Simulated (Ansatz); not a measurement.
This geometry of CH9OSbSi2 (14 atoms, charge 0, multiplicity 1) is a first-order saddle point.

The calculation used RKS PBE0/def2-SVP in Ansatz 0.2.0.

```xyz
14
Properties=species:S:1:pos:R:3
O -2.302 1.433 0.519
Sb -1.094 -0.001 1.258
Si 0.894 1.651 1.087
C -0.755 -0.923 -0.688
Si 0.904 -1.777 -0.963
H -3.149 1.405 0.980
H 2.184 1.022 1.508
H 0.605 2.795 2.005
H 1.028 2.158 -0.313
H -0.890 -0.096 -1.403
H -1.580 -1.636 -0.847
H 0.733 -3.260 -1.055
H 1.856 -1.510 0.164
H 1.551 -1.292 -2.221
```

(1) Which two structures does it join? (They come from a converged band through this point; their orientation in space is the band's.)

(2) How far does it lie above each of them?

Answers

(1) No bond is made or broken. The dihedral Sb2–C4–Si5–H14 goes from 172 to -68°. The two ends are copies of one structure, up to a mirror image or an exchange of like atoms.

Image 0:

```xyz
14
Properties=species:S:1:pos:R:3
O -2.263 1.500 0.493
Sb -1.330 -0.218 0.983
Si 0.767 1.153 1.646
C -0.676 -0.628 -1.056
Si 0.978 -1.495 -1.247
H -3.182 1.452 0.783
H 1.902 0.267 2.051
H 0.388 2.003 2.816
H 1.199 2.029 0.515
H -0.657 0.358 -1.549
H -1.472 -1.227 -1.527
H 1.019 -2.737 -0.411
H 2.088 -0.600 -0.798
H 1.227 -1.886 -2.670
```

Image 8:

```xyz
14
Properties=species:S:1:pos:R:3
O -2.258 1.541 0.395
Sb -1.050 0.193 1.282
Si 0.972 1.741 0.802
C -0.816 -1.021 -0.513
Si 0.846 -1.862 -0.746
H -3.086 1.592 0.887
H 2.264 1.112 1.222
H 0.771 2.988 1.601
H 1.036 2.085 -0.651
H -1.023 -0.332 -1.349
H -1.619 -1.775 -0.489
H 0.817 -2.816 -1.899
H 1.223 -2.631 0.483
H 1.912 -0.844 -0.997
```

(2) 1.5 kcal/mol above the first and 1.5 kcal/mol above the second. This is the barrier of this one path; another mechanism may lie lower.

Run time: 4.5 min on 2 threads of Arm Neoverse V1, with other jobs on the host, peak memory 0.41 GiB.
